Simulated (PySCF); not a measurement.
## Optical rotation: `FC(F)=C(F)[C@@H]1O[C@H]1F`, C$_{4}$H$_{2}$F$_{4}$O

Geometry (Å), atoms numbered from 1 in this order:
```xyz
11

F     1.2325   -1.2387    1.1671
C     1.6710   -0.3185    0.3242
F     2.9819   -0.3772    0.1976
C     0.8713    0.5291   -0.3198
F     1.4143    1.4101   -1.1762
C    -0.6006    0.6443   -0.1920
O    -1.2019    0.3505    1.0472
C    -1.4850   -0.5115    0.0295
F    -2.7324   -0.4528   -0.4768
H    -1.0094    1.5044   -0.7163
H    -1.1364   -1.5371    0.0895
```

The calculation used TDDFT BHandHLYP/def2-SVPD circular dichroism and optical rotation, one conformer, gas phase (PySCF). Geometry: GFN2-xTB.

The molecule is flexible and this is one conformer; a measurement averages over conformers. States above about 9.0 eV lie in this functional's continuum (it starts at minus the energy of the highest occupied orbital, well below the true ionisation energy for most functionals) and depend on the basis.

Stereocentres: C6 S, C8 S.

**Question.** Give the optical rotatory dispersion at 633, 589.3, 546, 436, 405, 365, 355 nm.

**Answer.** [α] in deg dm⁻¹ (g/mL)⁻¹:
```csv
λ (nm),origin-invariant length gauge,modified velocity gauge,length gauge (centre of mass),isotropic polarisability (au)
633,-15.7,-6.2,-17.4,52.1
589.3,-18.2,-7.2,-20.2,52.2
546,-21.4,-8.3,-23.7,52.4
436,-34.8,-13.2,-39.0,53.3
405,-41.3,-15.5,-46.4,53.7
365,-53.4,-20.1,-60.3,54.4
355,-57.5,-21.8,-65.0,54.6
```

**Question.** And for the mirror image at 589.3 nm?

**Answer.** +18.2 deg dm⁻¹ (g/mL)⁻¹ (origin-invariant length gauge): the same size and the opposite sign.

**Question.** What is the molar rotation [Φ] = [α]·M/100 of the geometry above at 589.3 nm?

**Answer.** With M = 142.05 g/mol, -25.9 deg cm² dmol⁻¹ (origin-invariant length gauge).

The first excitation lies at 6.86 eV (181 nm) with R = -52.1 × 10⁻⁴⁰ esu² cm² (velocity form).
